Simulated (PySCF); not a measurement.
## `CC(C)c1ccc(N)cc1`, C9H13N

Molfile (atoms numbered from 1):
```
C9H13N
     RDKit          3D

 23 23  0  0  0  0  0  0  0  0999 V2000
   -2.5566    1.0167   -0.3348 C   0  0  0  0  0  0  0  0  0  0  0  0
   -1.8300   -0.2691    0.0594 C   0  0  0  0  0  0  0  0  0  0  0  0
   -2.3961   -0.8505    1.3546 C   0  0  0  0  0  0  0  0  0  0  0  0
   -0.3318   -0.0655    0.1394 C   0  0  0  0  0  0  0  0  0  0  0  0
    0.5417   -0.7446   -0.7142 C   0  0  0  0  0  0  0  0  0  0  0  0
    1.9202   -0.5655   -0.6523 C   0  0  0  0  0  0  0  0  0  0  0  0
    2.4870    0.3155    0.2812 C   0  0  0  0  0  0  0  0  0  0  0  0
    3.8509    0.5391    0.3188 N   0  0  0  0  0  0  0  0  0  0  0  0
    1.6157    1.0023    1.1438 C   0  0  0  0  0  0  0  0  0  0  0  0
    0.2417    0.8114    1.0687 C   0  0  0  0  0  0  0  0  0  0  0  0
   -2.4292    1.7959    0.4341 H   0  0  0  0  0  0  0  0  0  0  0  0
   -2.1675    1.4187   -1.2822 H   0  0  0  0  0  0  0  0  0  0  0  0
   -3.6378    0.8407   -0.4527 H   0  0  0  0  0  0  0  0  0  0  0  0
   -2.0063   -1.0087   -0.7411 H   0  0  0  0  0  0  0  0  0  0  0  0
   -3.4754   -1.0505    1.2602 H   0  0  0  0  0  0  0  0  0  0  0  0
   -1.8935   -1.7924    1.6211 H   0  0  0  0  0  0  0  0  0  0  0  0
   -2.2612   -0.1519    2.1961 H   0  0  0  0  0  0  0  0  0  0  0  0
    0.1314   -1.4398   -1.4529 H   0  0  0  0  0  0  0  0  0  0  0  0
    2.5712   -1.1130   -1.3397 H   0  0  0  0  0  0  0  0  0  0  0  0
    4.2177    0.9072    1.1866 H   0  0  0  0  0  0  0  0  0  0  0  0
    4.4321   -0.1879   -0.0770 H   0  0  0  0  0  0  0  0  0  0  0  0
    2.0283    1.6981    1.8800 H   0  0  0  0  0  0  0  0  0  0  0  0
   -0.4003    1.3653    1.7600 H   0  0  0  0  0  0  0  0  0  0  0  0
  1  2  1  0
  2  3  1  0
  2  4  1  0
  4  5  1  0
  5  6  2  0
  6  7  1  0
  7  8  1  0
  7  9  2  0
  9 10  1  0
 10  4  2  0
  1 11  1  0
  1 12  1  0
  1 13  1  0
  2 14  1  0
  3 15  1  0
  3 16  1  0
  3 17  1  0
  5 18  1  0
  6 19  1  0
  8 20  1  0
  8 21  1  0
  9 22  1  0
 10 23  1  0
M  END
```

The calculation used quadratic response CAM-B3LYP/def2-SVPD first hyperpolarisability, Taylor convention, gas phase in PySCF. Geometry: PBE0-D3(BJ)/def2-SVP.

(1) Give the tensor of the second harmonic β(−2ω;ω,ω) at 1907 nm in the axes of these coordinates.

## Answers

(1) In au, Taylor convention; rows are the first index (the induced dipole):
```tsv
	xx	yy	zz	xy	xz	yz
x	+365.6	+10.6	-1.1	+53.4	+7.4	-21.5
y	+53.4	+8.8	-1.8	+10.8	-20.5	-3.1
z	+7.5	-2.8	-7.6	-20.5	-0.7	-1.8
```
Norm of βᵢ = ⅓ Σⱼ (βᵢⱼⱼ + βⱼᵢⱼ + βⱼⱼᵢ): 380.3 au, hyper-Rayleigh value 157.7 au.
